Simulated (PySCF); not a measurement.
## Radial density of Xe (xenon, neutral)

UHF, [Xe], closed-shell 1S. Computed with PySCF 2.14 in x2c-SVPall (6s5p3d, 36 functions), with the spin-free X2C one-electron Hamiltonian (Gaussian nucleus).

| r (bohr) | 4πr²ρ (e/bohr) |
| --- | --- |
| 0.0201 | 70.53 |
| 0.0338 | 60.82 |
| 0.0568 | 76.72 |
| 0.0956 | 87.84 |
| 0.161 | 64.88 |
| 0.270 | 73.25 |
| 0.455 | 26.29 |
| 0.765 | 28.04 |
| 1.29 | 8.140 |
| 2.16 | 4.299 |
| 3.64 | 0.7765 |
| 6.12 | 0.004884 |

Densities and radii are taken from the X2C orbitals without a picture-change correction, which distorts them close to the nucleus.
